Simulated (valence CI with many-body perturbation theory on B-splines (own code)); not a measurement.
## E1 line list for Cu XV

Calculated by valence CI with perturbative core correlation (CI+MBPT): five valence electrons over a frozen Dirac-Fock core [Ne], a basis of 11 s, 11 p, 10 d, 8 f, 5 g, 2 h functions for each j, with the one-electron correlation potential Σ1 (screened to all orders), the two-electron term Σ2, the three-electron term Σ3, Breit, model QED; selected single and double excitations, second order for the rest, scaled by the run's own slope (own B-spline code, finite nucleus).

No measured spectrum was set against this ion. As an estimate, levels of excited configurations hold to 0.05 to 0.15 % of their energy, terms of the ground configuration to about 0.5 %. Among the levels kept, up to 3300 cm⁻¹ of a level comes from second order outside the variational space, and about a tenth of that is noise between levels of different J, which matters for small intervals.

Lines 101 to 150 of 568 in falling wavelength, among levels below 162.10 eV, chosen from the strongest by gf and those to the six lowest levels. Wavelengths and rates use the calculated energies, so an error of 300 cm⁻¹ moves a line at 23.54 nm by 0.071 % and its rate by three times that or more. Electric multipoles are in the length gauge, E1 and E2 with the static RPA response of the core. Weak lines are less certain than strong ones. Lines between different terms over intervals too small for the method are left out, as are lines whose strength nearly cancels. Where a level lies close to another of its J and parity, the split of strength between their lines is uncertain. The highest levels of a list are the least certain.

Names give the largest LS component (configuration and term), which can be under half, so a name can repeat, a term be missing and a line seem to break the LS rules; names also repeat where a configuration has a term twice. Letters in brackets count levels of one name in rising energy.

| λ vac (nm) | Upper | Lower | A (s⁻¹) | S (a.u.) with core polarisation | S without |
| --- | --- | --- | --- | --- | --- |
| 23.54 | 3s3p³3d ²D°_3/2 [c] | 3s²3p²3d ⁴P_3/2 | 4.65e+09 | 1.20e-01 | 1.24e-01 |
| 23.49 | 3s3p³3d ⁴D°_7/2 [d] | 3s²3p²3d ⁴P_5/2 | 1.04e+10 | 5.30e-01 | 5.47e-01 |
| 23.44 | 3s3p³3d ²F°_7/2 [d] | 3s²3p²3d ²D_5/2 [b] | 2.20e+09 | 1.12e-01 | 1.16e-01 |
| 23.27 | 3s²3p²3d ²P_3/2 [a] | 3s²3p³ ²D°_3/2 | 8.49e+08 | 2.11e-02 | 2.19e-02 |
| 23.09 | 3s3p³3d ⁶D°_3/2 | 3s3p⁴ ⁴P_5/2 | 4.80e+07 | 1.17e-03 | 1.20e-03 |
| 23.07 | 3s3p³3d ²G°_7/2 [b] | 3s²3p²3d ⁴D_7/2 | 4.14e+09 | 2.01e-01 | 2.07e-01 |
| 23.05 | 3s3p³3d ⁶D°_5/2 | 3s3p⁴ ⁴P_5/2 | 6.11e+07 | 2.22e-03 | 2.28e-03 |
| 22.98 | 3s3p⁴ ²S_1/2 [a] | 3s²3p³ ²D°_3/2 | 9.79e+09 | 1.17e-01 | 1.21e-01 |
| 22.97 | 3s3p³3d ²F°_5/2 [a] | 3s²3p²3d ²F_5/2 [a] | 3.25e+09 | 1.16e-01 | 1.20e-01 |
| 22.81 | 3s²3p²3d ⁴D_1/2 | 3s²3p³ ²P°_3/2 | 7.11e+08 | 8.33e-03 | 8.61e-03 |
| 22.78 | 3s3p³3d ²P°_3/2 [c] | 3s²3p²3d ²D_5/2 [a] | 8.76e+09 | 2.04e-01 | 2.11e-01 |
| 22.74 | 3s²3p²3d ⁴D_3/2 | 3s²3p³ ²P°_3/2 | 6.50e+07 | 1.51e-03 | 1.56e-03 |
| 22.67 | 3s3p³3d ²D°_5/2 [a] | 3s²3p²3d ²F_7/2 [a] | 4.94e+09 | 1.70e-01 | 1.76e-01 |
| 22.66 | 3s²3p3d² ²P°_1/2 [a] | 3s²3p²3d ²D_3/2 [b] | 1.01e+10 | 1.16e-01 | 1.20e-01 |
| 22.57 | 3s3p³3d ⁴D°_7/2 [c] | 3s²3p²3d ⁴F_9/2 | 4.29e+09 | 1.95e-01 | 2.01e-01 |
| 22.53 | 3p⁵ ²P°_3/2 | 3s3p⁴ ⁴P_5/2 | 2.65e+08 | 5.98e-03 | 6.18e-03 |
| 22.53 | 3s3p³3d ²P°_3/2 [d] | 3s²3p²3d ²S_1/2 | 3.18e+09 | 7.18e-02 | 7.41e-02 |
| 22.41 | 3s3p³3d ²G°_9/2 [b] | 3s²3p²3d ⁴D_7/2 | 6.14e+09 | 3.41e-01 | 3.52e-01 |
| 22.41 | 3s3p³3d ²F°_7/2 [d] | 3s²3p²3d ²D_5/2 [a] | 1.12e+10 | 4.97e-01 | 5.13e-01 |
| 22.39 | 3s3p³3d ²P°_3/2 [d] | 3s²3p²3d ²P_3/2 [c] | 7.19e+09 | 1.59e-01 | 1.64e-01 |
| 22.37 | 3s3p³3d ²P°_1/2 [c] | 3s²3p²3d ²S_1/2 | 9.10e+09 | 1.01e-01 | 1.04e-01 |
| 22.19 | 3s3p³3d ²G°_7/2 [b] | 3s²3p²3d ⁴D_5/2 | 2.32e+09 | 1.00e-01 | 1.03e-01 |
| 22.18 | 3s²3p3d² ²F°_5/2 [a] | 3s²3p²3d ²F_5/2 [b] | 4.23e+09 | 1.37e-01 | 1.41e-01 |
| 22.11 | 3s3p³3d ²D°_5/2 [c] | 3s²3p²3d ²D_3/2 [a] | 4.95e+09 | 1.58e-01 | 1.64e-01 |
| 22.06 | 3s3p³3d ²D°_5/2 [a] | 3s²3p²3d ⁴F_7/2 | 2.37e+09 | 7.55e-02 | 7.80e-02 |
| 22.04 | 3p⁴3d ⁴F_9/2 | 3s3p³3d ⁴D°_7/2 [a] | 4.12e+09 | 2.18e-01 | 2.25e-01 |
| 21.94 | 3s3p³3d ²P°_3/2 [d] | 3s²3p²3d ²F_5/2 [b] | 6.26e+09 | 1.30e-01 | 1.35e-01 |
| 21.91 | 3s²3p²3d ⁴F_3/2 | 3s²3p³ ²D°_5/2 | 3.93e+07 | 8.16e-04 | 8.44e-04 |
| 21.82 | 3s²3p3d² ²F°_7/2 [a] | 3s²3p²3d ²F_7/2 [b] | 4.75e+09 | 1.95e-01 | 2.01e-01 |
| 21.71 | 3s3p³3d ²F°_5/2 [d] | 3s²3p²3d ²D_3/2 [a] | 3.44e+09 | 1.04e-01 | 1.08e-01 |
| 21.71 | 3s²3p3d² ⁴D°_5/2 [a] | 3s²3p²3d ²D_5/2 [b] | 2.75e+09 | 8.34e-02 | 8.61e-02 |
| 21.71 | 3s3p³3d ²G°_7/2 [b] | 3s²3p²3d ²F_7/2 [a] | 5.47e+09 | 2.21e-01 | 2.28e-01 |
| 21.65 | 3s3p³3d ²P°_3/2 [d] | 3s²3p²3d ²P_1/2 | 7.01e+09 | 1.40e-01 | 1.45e-01 |
| 21.65 | 3s3p³3d ⁴D°_5/2 [c] | 3s²3p²3d ⁴F_7/2 | 3.28e+09 | 9.85e-02 | 1.02e-01 |
| 21.64 | 3s3p³3d ²D°_5/2 [e] | 3s²3p²3d ²D_5/2 [c] | 8.96e+09 | 2.69e-01 | 2.78e-01 |
| 21.61 | 3s3p⁴ ²S_1/2 [b] | 3s²3p³ ²D°_3/2 | 3.71e+08 | 3.70e-03 | 3.82e-03 |
| 21.60 | 3s3p³3d ²D°_5/2 [d] | 3s²3p²3d ²F_7/2 [b] | 6.14e+09 | 1.83e-01 | 1.89e-01 |
| 21.57 | 3s²3p²3d ⁴F_5/2 | 3s²3p³ ²D°_5/2 | 1.16e+08 | 3.46e-03 | 3.57e-03 |
| 21.56 | 3s3p³3d ²D°_5/2 [d] | 3s²3p²3d ²P_3/2 [c] | 3.57e+09 | 1.06e-01 | 1.09e-01 |
| 21.52 | 3p⁴3d ⁴F_7/2 | 3s3p³3d ⁴D°_5/2 [a] | 3.79e+09 | 1.49e-01 | 1.54e-01 |
| 21.50 | 3s3p³3d ²D°_3/2 [e] | 3s²3p²3d ²D_3/2 [c] | 1.25e+10 | 2.45e-01 | 2.53e-01 |
| 21.46 | 3s3p³3d ²D°_3/2 [e] | 3s²3p²3d ²D_5/2 [c] | 1.49e+10 | 2.91e-01 | 3.00e-01 |
| 21.45 | 3s²3p²3d ⁴F_3/2 | 3s²3p³ ²D°_3/2 | 4.99e+08 | 9.71e-03 | 1.00e-02 |
| 21.40 | 3s3p³3d ²P°_3/2 [b] | 3s²3p²3d ²P_3/2 [b] | 3.57e+09 | 6.91e-02 | 7.13e-02 |
| 21.36 | 3s²3p3d² ⁴P°_5/2 | 3s²3p²3d ²F_7/2 [b] | 5.21e+09 | 1.50e-01 | 1.55e-01 |
| 21.34 | 3s3p³3d ²G°_7/2 [b] | 3s²3p²3d ²F_5/2 [a] | 4.31e+09 | 1.65e-01 | 1.70e-01 |
| 21.18 | 3s3p³3d ⁴D°_3/2 [c] | 3s²3p²3d ⁴F_5/2 | 6.02e+09 | 1.13e-01 | 1.17e-01 |
| 21.16 | 3s3p³3d ⁴D°_5/2 [d] | 3s²3p²3d ⁴D_7/2 | 2.70e+09 | 7.57e-02 | 7.82e-02 |
| 21.15 | 3s²3p3d² ²F°_5/2 [a] | 3s²3p²3d ²D_3/2 [b] | 2.49e+09 | 6.96e-02 | 7.20e-02 |
| 21.12 | 3s²3p²3d ⁴F_5/2 | 3s²3p³ ²D°_3/2 | 5.36e+07 | 1.50e-03 | 1.53e-03 |
